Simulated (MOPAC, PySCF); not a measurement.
H3GeNS, SMILES `[NH2][Ge][SH]` (lower singlet), neutral singlet in the gas phase. This singlet lies 2.33 eV below the relaxed triplet at the level frozen-core CCSD(T)/cc-pVTZ // PBE0-D3(BJ)/def2-TZVP (Ansatz).

Cartesian coordinates (Å):
```xyz
6

N     -1.2445    -0.0996     0.0664
Ge     0.2187     0.6266     0.8635
S      1.6937    -0.2277    -0.6126
H     -2.1655     0.0543     0.4432
H     -1.2553    -0.6763    -0.7604
H      2.7528     0.3227    -0.0001
```
Charge 0, spin multiplicity 1.

All levels are single points at this geometry (PBE0-D3(BJ)/def2-TZVP); Pople sets use spherical d functions. Orbital energies aren't observables, and empty levels follow the basis.

PM6 in MOPAC gives HOMO (eV) = -8.48.

**Question.** Estimate the HOMO (eV) from each of these levels: PBE0-D3(BJ)/def2-TZVP in PySCF; B3LYP/3-21G in PySCF; B3LYP/LANL2DZ in PySCF; M06-2X/6-31G* in PySCF; AM1 in MOPAC.

**Answer.** 
```
level                           HOMO (eV)
------------------------------  ---------
PBE0-D3(BJ)/def2-TZVP in PySCF      -6.94
B3LYP/3-21G in PySCF                -6.55
B3LYP/LANL2DZ in PySCF              -6.65
M06-2X/6-31G* in PySCF              -7.89
AM1 in MOPAC                        -8.57
```
